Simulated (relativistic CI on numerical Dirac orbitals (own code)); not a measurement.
## Fe3+ in a cubic cluster: L2,3 absorption with charge transfer

Computed with a charge-transfer multiplet model of a cubic metal-ligand cluster with up to 2 ligand holes, Slater and spin-orbit integrals from Dirac-Coulomb-Breit ions, Slater integrals scaled by 0.8. The ground state mixes d5 with configurations of k ligand holes L, whose averages lie at kΔ + k(k − 1)U_dd/2; a core hole lowers each added d electron by U_cd. 300 K, Lorentzian 0.4 eV and Gaussian 0.3 eV FWHM.

Atomic integrals in eV (Slater integrals scaled, ζ unscaled), ground: F2dd 9.587, F4dd 5.993, zeta_d 0.056; with the core hole: F2dd 10.208, F4dd 6.385, zeta_d 0.075, zeta_core 8.130, F2cd 5.984, G1cd 4.514, G3cd 2.566.

Cluster parameters (eV): Δ = 1.9, U_dd = 7.2, 10Dq = 0.85, 10Dq(ligand) = 0.5, V(eg) = 1.75, V(t2g) = -0.87, final-state hopping factor = 1.

```tsv
Case	n_d	d5	d6L	d7L2	S
U_cd = 7 eV	5.24	0.76	0.23	0.01	2.50
U_cd = 8.2 eV	5.24	0.76	0.23	0.01	2.50
U_cd = 10 eV	5.24	0.76	0.23	0.01	2.50
```

Weights, n_d and S are thermal averages at 300 K. Photon energies count from the first peak over 30 % of the highest in each spectrum, which can be another peak from case to case. The parameters are a model scan and need not match a compound or its usual spin state. Peaks in eV (height, largest 100):
- U_cd = 7 eV: -1.5 (24), 0.0 (100), 3.5 (9), 4.5 (7), 11.7 (15), 13.4 (19), 14.3 (19)
- U_cd = 8.2 eV: -1.5 (26), 0.0 (100), 3.0 (10), 4.1 (10), 5.1 (5), 11.6 (15), 13.3 (20), 14.1 (18)
- U_cd = 10 eV: -1.5 (28), 0.0 (100), 3.7 (14), 4.9 (16), 11.6 (15), 13.2 (22)

For the case U_cd = 8.2 eV, Δ = 1.9 eV is smaller than U_dd = 7.2 eV, the charge-transfer side of the Zaanen-Sawatzky-Allen scheme. With the core hole the configuration with one ligand hole lies at Δ + U_dd − U_cd = 2.1, 0.9, -0.9 eV from the one without, in the order of the table; where this is negative the screened configuration lies lower, though the effective hopping of about 2.8 eV (from the holes of the mixed ground state) mixes the two strongly wherever it is as large as the gap.
